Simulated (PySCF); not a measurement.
SMILES COC(=O)[SiH2][SiH3], singlet (GFN2-xTB optimised geometry):

```
14

C      1.543     1.529    -0.010
O      0.867     0.276     0.000
C     -0.474     0.276     0.000
O     -1.145     1.279     0.000
Si    -1.115    -1.520     0.114
Si    -1.204    -2.080     2.359
H      2.408     1.438     0.645
H      0.871     2.313     0.344
H      1.866     1.758    -1.027
H     -0.175    -2.313    -0.685
H     -2.408    -1.525    -0.577
H     -1.662    -3.460     2.537
H     -2.114    -1.226     3.127
H      0.108    -1.986     3.008
```

Calculation: B3LYP/def2-TZVP in PySCF.

Task: What are the frontier orbital energies and the dipole moment?

Result: HOMO-2 -8.72 eV, HOMO-1 -8.62 eV, HOMO -7.44 eV, LUMO -0.98 eV, LUMO+1 -0.32 eV; dipole moment 1.82 D.

Meta-Löwdin charges at B3LYP/def2-TZVP: C1 -0.13, O2 -0.34, C3 0.31, O4 -0.45, Si5 0.36, Si6 0.26, H7 0.13, H8 0.13, H9 0.12, H10 -0.08, H11 -0.08, H12 -0.08, H13 -0.08, H14 -0.08.
